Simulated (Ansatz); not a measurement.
Cost and result up the ladder for Al9N9, a nanocrystal cut from zinc blende AlN (bare) (18 atoms). The state is a singlet with charge 0. Geometry: PBE-D4/def2-SVP.

| atom | x (Å) | y (Å) | z (Å) |
| --- | --- | --- | --- |
| Al1 | -2.1530 | -0.3601 | 1.9045 |
| Al2 | -0.2299 | 1.1687 | -2.9804 |
| Al3 | 1.7170 | 1.8142 | -1.4665 |
| Al4 | 0.4079 | 1.4604 | 1.3305 |
| Al5 | -1.8672 | 0.1520 | -0.5151 |
| Al6 | 0.6532 | -1.0481 | -1.2079 |
| Al7 | 0.4540 | -1.4934 | 1.7877 |
| Al8 | -1.5975 | -2.3765 | 0.6591 |
| Al9 | 2.4416 | 0.4268 | 0.5102 |
| N10 | -0.8658 | -0.1895 | -2.0140 |
| N11 | -1.3667 | 1.1108 | 1.0505 |
| N12 | -2.8991 | -1.1134 | 0.3138 |
| N13 | 1.7696 | 2.1946 | 0.3297 |
| N14 | 0.9358 | 2.4462 | -2.9752 |
| N15 | 2.1972 | -0.0714 | -1.2482 |
| N16 | -1.2207 | -1.8425 | 2.4639 |
| N17 | 1.4644 | -0.0201 | 1.9894 |
| N18 | 0.1592 | -2.2584 | 0.0681 |

Ansatz; hardware A = 2 threads of AMD EPYC 7R13 on a shared host and a share (18 GiB) of an NVIDIA H100 80GB HBM3; B = 2 threads of AMD EPYC 7R13 on a shared host. Times are rough, and most runs start from the orbitals of an earlier one. r2SCAN0-D4/def2-TZVP serves as the yardstick here, not as an exact answer. Differences are given only for rows in sets of like size (and for xTB, whose basis is part of the method), since another set adds its own error. Binding counts from free atoms at the same level (Al doublet, N quartet; other spins of the atoms weren't run), without zero-point energy or a counterpoise term.

B3LYP takes the VWN-RPA correlation. Correlated methods freeze 54 core orbitals. The rows differ in basis, and correlated rows in double-zeta sets carry the largest basis error. Single mean-field runs in def2-TZVP are fitted with def2-universal-jkfit.

Correlated methods converge slowly with the basis, most of all in double-zeta sets.

```tsv
level	functions	wall time	binding energy per atom (eV)	difference from r2SCAN0-D4/def2-TZVP (eV)	remarks
LDA (SPW92)/def2-TZVP [A]	612	6 s	5.04	0.94	–
PBE-D4/def2-SVP [A]	288	6.5 s	4.45	–	–
HF/STO-3G [B]	126	7 s	3.07	–	–
PBE0-D4/def2-SVP [A]	288	7.5 s	4.23	–	–
r2SCAN-D4/def2-TZVP (with forces) [A]	612	8 s	4.30	0.19	–
BLYP-D4/def2-TZVP [A]	612	8 s	4.29	0.19	–
r2SCAN0-D4/def2-TZVP [A]	612	8 s	4.11	0.00	–
PBE-D4/def2-TZVP [A]	612	8.5 s	4.45	0.34	–
PBE0-D4/def2-TZVP (with forces) [A]	612	8.6 s	4.24	0.14	–
CCSD(T)/def2-SVP [A]	288	9.5 s	3.77	–	large T1 (0.026)
MP2/def2-TZVP [A]	612	10 s	4.33	0.22	–
RPA@PBE/def2-TZVP [A]	612	11 s	3.82	-0.29	–
HF/6-31G [B]	198	17 s	1.53	–	–
B3LYP-D4/6-31G [B]	198	26 s	3.50	–	–
```
